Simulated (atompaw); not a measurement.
**Before and after: PAW (atompaw) potential for Cr**

atompaw 4.2.0.5 input, output lines left out:

```
Cr 24
GGA-PBE scalarrelativistic loggrid 1500 logderivrange -2 5 176
4 4 3 0 0 0
4 1 0
3 2 4
0 0 0
c
c
c
v
c
c
v
v
2
3.00 2.85 2.40 2.75
y
0.4
n
y
0.5
n
y
1.35
n
custom rrkj vanderbiltortho besselshape
3 -0.5 troulliermartins
3.00
3.00
3.00
3.00
2.15
2.15
```

Change: all radii scaled by about 1.07 (s 3.20, p 3.20, d 2.30 bohr); local potential troulliermartins scheme with l = 3 at -0.5 Ry, radius 2.56 bohr; augmentation besselshape compensation charge, radius 3.04 bohr; PAW radius 3.20 bohr; waves and projectors: custom rrkj vanderbiltortho; core correction smooth core density matched at 2.94 bohr.

Cutoffs: the cutoffs (Ry, on a coarse ladder) from which the occupation-weighted sum of valence levels, in a spherical-Bessel basis at the reference potential, stays within 10 and 1 mRy of its value at 400 Ry; they do not see the model core or the augmentation charge, which bear on the density cutoff.

What does the change do?

The potential gets softer (21 Ry and 35 Ry → 18 Ry and 30 Ry); neither file shows a bound ghost. A larger radius leaves more room for a smooth pseudo-wave, so fewer plane waves are needed.

```csv
quantity,base,changed
"cutoff, loose",21 Ry,18 Ry
"cutoff, tight",35 Ry,30 Ry
bound ghosts,none,none
lowest overlap eigenvalue by channel,"s 0.33, p 0.58, d 0.88","s 0.34, p 0.60, d 0.89"
```

 The cutoffs see the waves, projectors and local potential, not the compensation charge or the core.
